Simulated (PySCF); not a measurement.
**Computed NMR parameters against published values**

Geometry (Å), atoms numbered from 1 in this order:
```xyz
20

C     4.307    0.861   -0.742
C     3.327   -0.021   -0.741
C     2.071    0.121    0.057
O     0.960   -0.190   -0.790
C    -0.185   -0.470   -0.170
O    -0.349   -0.480    1.017
O    -1.104   -0.757   -1.090
C    -2.422   -1.027   -0.597
C    -3.184    0.245   -0.370
C    -3.779    0.553    0.766
H     5.203    0.711   -1.319
H     4.257    1.766   -0.159
H     3.381   -0.922   -1.335
H     2.069   -0.574    0.908
H     1.954    1.138    0.447
H    -2.891   -1.624   -1.385
H    -2.353   -1.606    0.328
H    -3.197    0.919   -1.215
H    -4.318    1.476    0.891
H    -3.754   -0.109    1.615
```

- geometry from GFN2-xTB
- GIAO PBE0/pcSseg-1 shieldings
- program: PySCF 2.14
- no solvent, non-relativistic, one conformer, averaged over atoms made equivalent by symmetry, fast rotation or ring inversion

Reference values: measured (solution, D2O, 298 K; Fulmer et al., Organometallics 2010, 29, 2176).
| atoms | quantity | reference | computed | computed, scaled |
| --- | --- | --- | --- | --- |
| C5 | δ ¹³C | 157.8 | 162.4 | 156.0 |
| C2/C9 | δ ¹³C | 132.8 | 142.5 | 136.7 |
| C1/C10 | δ ¹³C | 118.8 | 126.3 | 120.9 |
| C3/C8 | δ ¹³C | 68.8 | 73.0 | 69.0 |
| H13/H18 | δ ¹H | 5.99 | 6.24 | 5.98 |
| H14/H15/H16/H17 | δ ¹H | 4.69 | 4.77 | 4.59 |

Reference values: measured (solution, DMSO-d6, 298 K; Fulmer et al., Organometallics 2010, 29, 2176).
```
          atoms  quantity  reference  computed  computed, scaled
             C5     δ ¹³C      154.2     162.4             156.0
          C2/C9     δ ¹³C      132.2     142.5             136.7
         C1/C10     δ ¹³C      118.3     126.3             120.9
          C3/C8     δ ¹³C       67.9      73.0              69.0
        H13/H18      δ ¹H       5.93      6.24              5.98
H14/H15/H16/H17      δ ¹H       4.61      4.77              4.59
```

Reference values: measured (solution, CD2Cl2, 298 K; Fulmer et al., Organometallics 2010, 29, 2176).
```
          atoms  quantity  reference  computed  computed, scaled
             C5     δ ¹³C      155.2     162.4             156.0
          C2/C9     δ ¹³C      132.2     142.5             136.7
         C1/C10     δ ¹³C      118.8     126.3             120.9
          C3/C8     δ ¹³C       68.8      73.0              69.0
        H13/H18      δ ¹H       5.95      6.24              5.98
H14/H15/H16/H17      δ ¹H       4.61      4.77              4.59
```

Reference values: measured (solution, TFE-d3, 298 K; Fulmer et al., Organometallics 2010, 29, 2176).
```
          atoms  quantity  reference  computed  computed, scaled
             C5     δ ¹³C      157.4     162.4             156.0
          C2/C9     δ ¹³C      132.7     142.5             136.7
         C1/C10     δ ¹³C      120.2     126.3             120.9
          C3/C8     δ ¹³C       70.7      73.0              69.0
        H13/H18      δ ¹H       5.92      6.24              5.98
H14/H15/H16/H17      δ ¹H       4.62      4.77              4.59
```

Reference values: measured (solution, THF-d8, 298 K; Fulmer et al., Organometallics 2010, 29, 2176).
```
          atoms  quantity  reference  computed  computed, scaled
             C5     δ ¹³C      155.4     162.4             156.0
          C2/C9     δ ¹³C      133.1     142.5             136.7
         C1/C10     δ ¹³C      117.7     126.3             120.9
          C3/C8     δ ¹³C       68.6      73.0              69.0
        H13/H18      δ ¹H       5.92      6.24              5.98
H14/H15/H16/H17      δ ¹H       4.58      4.77              4.59
```

Reference values: measured (solution, acetone-d6, 298 K; Fulmer et al., Organometallics 2010, 29, 2176).
| atoms | quantity | reference | computed | computed, scaled |
| --- | --- | --- | --- | --- |
| C5 | δ ¹³C | 155.5 | 162.4 | 156.0 |
| C2/C9 | δ ¹³C | 133.2 | 142.5 | 136.7 |
| C1/C10 | δ ¹³C | 118.5 | 126.3 | 120.9 |
| C3/C8 | δ ¹³C | 68.8 | 73.0 | 69.0 |
| H13/H18 | δ ¹H | 5.96 | 6.24 | 5.98 |
| H14/H15/H16/H17 | δ ¹H | 4.62 | 4.77 | 4.59 |

Computed shifts are σ(ref) − σ with the named reference compound (TMS for H and C) calculated as an isolated molecule at the same level. The measured values may be among those fitted. Scaled to experiment by linear calibration (H and C: mostly CDCl3 data, vs TMS): ¹H: δ = 30.01 − 0.943σ (rms 0.17 ppm, 504 shifts, 0.18 ppm with the 4 outliers that the fit left out); ¹³C: δ = 179.97 − 0.974σ (rms 2.1 ppm, 958 shifts, 2.3 ppm with the 13 outliers that the fit left out). Occasional misses reach two or three times the rms, and more in compound classes unlike the fitted ones.

(1) How far are the unscaled ¹³C shifts from the references?

(2) How far are the unscaled ¹H shifts from the references?

(3) Among the solvents listed, which proton depends most on the solvent?

Answers

(1) Mean signed difference +6.98 ppm, mean absolute 6.98 ppm over 24 comparisons; the largest is +10.3 ppm at C2/C9 (alkene CH).

(2) Mean signed difference +0.22 ppm, mean absolute 0.22 ppm over 12 comparisons; the largest is +0.32 ppm at H13/H18 (hydrogen on an alkene CH).

(3) H14/H15/H16/H17: from 4.58 ppm in THF-d8 to 4.69 ppm in D2O. The gas-phase calculation gives a single value and can't show this spread.

36 of the 72 published NMR values on file for this molecule are compared. The rest: values from further sources, protons in aromatic solvents.
